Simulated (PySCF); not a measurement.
The vertical singlet excitations below were computed for one of the candidates. Computed with TDDFT CAM-B3LYP/def2-SVPD, vertical, gas phase, core orbitals frozen in the response in PySCF. Geometries: GFN2-xTB, one conformer each.

```csv
state,ν̃ (cm⁻¹),f,"main configurations (H = HOMO, L = LUMO)"
S1,31870,0.0001,"H→L (89%), H-1→L (8%)"
S2,51650,0.064,"H-1→L (85%), H→L (9%)"
S3,55780,0.0070,"H→L+2 (34%), H→L+1 (33%), H→L+3 (22%)"
S4,56130,0.032,"H-1→L+1 (42%), H-1→L+2 (22%), H→L+1 (16%)"
S5,60780,0.011,"H-1→L+2 (34%), H→L+3 (14%), H-1→L+3 (12%)"
S6,61710,0.101,"H→L+1 (29%), H-1→L+1 (24%), H→L+2 (22%)"
S7,62880,0.013,"H-2→L (27%), H→L+5 (11%), H-1→L+5 (9%)"
S8,63120,0.017,"H-2→L (23%), H→L+6 (13%), H-1→L+4 (11%)"
```

Triplets computed (Tamm–Dancoff): 3.36, 5.11, 6.21 eV.

Question: Which structure fits?
A. `C=C[C@@H](C=O)O[SiH2]C#N`
B. `C=N[Si@H](F)N[SiH2]CF`
C. `C#CC[C@@H](F)C(F)(F)F`
D. `FC1=C(C(F)(F)F)CC1`
E. `C=C[C@H](C)O[SiH2]C#N`

Answer: B. Its S1, at 3.95 eV, is the lowest among the candidates; the nearest of the others has S1 at 4.50 eV. S1 is HOMO→LUMO (89%), HOMO-1→LUMO (8%). Löwdin shares by element: HOMO nitrogen 58%, carbon 15% or more, silicon 7% or more (atoms not listed hold the other 20%); LUMO carbon 40% or more, nitrogen 32% or more, silicon 8% or more, hydrogen 7% or more. At the same level the other candidates give, for their lowest levels:
- `C=C[C@H](C)O[SiH2]C#N`: 6.87 eV (f 0.042); 6.97 eV (f 0.058); 7.16 eV (f 0.030); 7.41 eV (f 0.003); 7.55 eV (f 0.011); T1 4.49 eV; HOMO -9.43, LUMO 0.16 eV
- `FC1=C(C(F)(F)F)CC1`: 7.16 eV (f 0.291); 7.38 eV (f 0.003); 7.97 eV (f 0.015); 8.16 eV (f 0.000); 8.48 eV (f 0.015); T1 4.36 eV; HOMO -9.39, LUMO 0.68 eV
- `C=C[C@@H](C=O)O[SiH2]C#N`: 4.50 eV (f 0.004); 6.31 eV (f 0.039); 6.75 eV (f 0.071); 6.97 eV (f 0.002); 7.15 eV (f 0.012); T1 3.91 eV; HOMO -9.49, LUMO -0.67 eV
- `C#CC[C@@H](F)C(F)(F)F`: 6.63 eV (f 0.000); 6.93 eV (f 0.002); 6.97 eV (f 0.001); 7.85 eV (f 0.029); 7.94 eV (f 0.046); T1 5.49 eV; HOMO -9.73, LUMO 1.14 eV

The values belong to the conformer `[CH2:1]=[N:2][Si@H:3]([F:4])[NH:5][SiH2:6][CH2:7][F:8]`: C1–N2–Si3–F4 -42°, N2–Si3–N5–Si6 172°, Si3–N5–Si6–C7 12°, N5–Si6–C7–F8 62°.
